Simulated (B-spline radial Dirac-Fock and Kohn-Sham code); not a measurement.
## What relativity does to the binding energies of Pd²⁺

System: palladium as Pd²⁺ in the configuration [Kr] 4d8.

Both columns are ΔSCF binding energies of the configuration average from a radial finite-basis atomic code: non-relativistic Hartree-Fock with a point nucleus, and Dirac-Fock with a finite nucleus and the Coulomb interaction alone, averaged over the two j levels with weights 2j+1.

| shell | Hartree-Fock (eV) | Dirac-Fock (eV) | shift (eV) | shift (%) |
| --- | --- | --- | --- | --- |
| 1s | 23731.9 | 24457.5 | +725.63 | +3.06 |
| 2s | 3477.9 | 3652.6 | +174.73 | +5.02 |
| 2p | 3218.2 | 3267.1 | +48.91 | +1.52 |
| 3s | 673.2 | 708.6 | +35.42 | +5.26 |
| 3p | 568.6 | 579.0 | +10.45 | +1.84 |
| 4s | 120.7 | 127.2 | +6.47 | +5.36 |
| 4p | 86.40 | 88.05 | +1.65 | +1.91 |
| 4d | 33.01 | 32.49 | -0.53 | -1.60 |

Relativity binds 1s, 2s, 2p, 3s, 3p, 4s, 4p more strongly, among those listed most of all 4s in relative terms, and 4d more weakly, because the contracted s and p shells screen the nucleus better.

Values without a named source are computed, but for edge energies of neutral atoms, which are taken from tables.
